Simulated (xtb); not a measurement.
TeCl₂, SMILES Cl[Te]Cl. All values are semi-empirical tight-binding results from xtb (GFN2-xTB unless named), good for trends rather than for accurate numbers. The structure is a stationary point at GFN2-xTB. The isomer is the one that the SMILES or the coordinates give; other isomers of the formula were not compared.

Optimised geometry:

```xyz
3

Te     0.0000     0.0000     0.6144
Cl     0.0000     1.7334    -0.9397
Cl     0.0000    -1.7334    -0.9397
```
Charge 0, spin multiplicity 1.

```json
{
 "point_group_as_xtb_finds_it": "C2v",
 "orbital_gap": "2.96 eV",
 "zero_point_energy": "1.2 kcal/mol",
 "G − E(el) at 298.15 K (modified RRHO)": "-17.4 kcal/mol",
 "static polarisability (D4 model)": "68.2 bohr³",
 "solvation energy, GFN2-xTB/ALPB(water)": "-1.1 kcal/mol",
 "solvation energy, GFN2-xTB/ALPB(octanol)": "-3.9 kcal/mol"
}
```

Computed atomic charges and the Wiberg bond orders between heavy atoms:
charges (e) Te1 0.18, Cl2 -0.09, Cl3 -0.09. Bond orders Te1–Cl2 1.26, Te1–Cl3 1.26.
